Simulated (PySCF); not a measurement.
## Computed vibrations of [TaO2(H2O)2]+

[TaO2(H2O)2]+ (singlet). PySCF 2.14.0, RKS BP86, Ta def2-SVP with ECP60, O def2-SVP, H def2-SVP; non-relativistic Hamiltonian with scalar-relativistic core potentials where named; density fitting; no spin-orbit coupling. Central differences of gradients.

```xyz
9

Ta    0.1019    0.1019    0.0000
O     1.8227   -0.1016    0.0000
O    -0.1016    1.8227    0.0000
O    -2.3107   -0.2097    0.0000
H    -2.8580    0.0538    0.7714
H    -2.8580    0.0538   -0.7714
O    -0.2097   -2.3107    0.0000
H     0.0538   -2.8580    0.7714
H     0.0538   -2.8580   -0.7714
```

Run from Python with OMP_NUM_THREADS=2. Where DIIS fails, smearing, a level shift and second-order steps follow.
It took 68 s on 2 threads of Arm Neoverse V2 (shared host).

(1) What are the harmonic wavenumbers and infrared intensities?

(2) Is this a minimum?

## Answers

(1) Modes are labelled in C2v; negative numbers are unstable modes, those under 60 cm⁻¹ near the noise; a finer grid moves soft modes by up to 10 cm⁻¹.
```csv
cm⁻¹,km/mol,symmetry
-350,–,a2
-286,–,b2
-151,–,a2
-128,–,b2
113,3.8,b1
147,9.9,a1
259,1.4,b1
280,0.0,a1
357,188.0,a1
364,44.4,b1
408,312.8,a1
490,0.0,a2
519,129.4,b2
941,176.9,b1
979,56.7,a1
1616,141.7,b1
1621,17.9,a1
3634,228.4,b1
3637,77.0,a1
3702,0.0,a2
3703,377.1,b2
```

(2) No: 4 unstable; the lowest moves the atoms so:
```
Ta   0.00  0.00  0.00
O    0.00  0.00  0.03
O    0.00  0.00 -0.03
O    0.00  0.00 -0.02
H   -0.04 -0.48  0.12
H    0.04  0.48  0.12
O    0.00  0.00  0.02
H    0.48  0.04 -0.12
H   -0.48 -0.04 -0.12
```
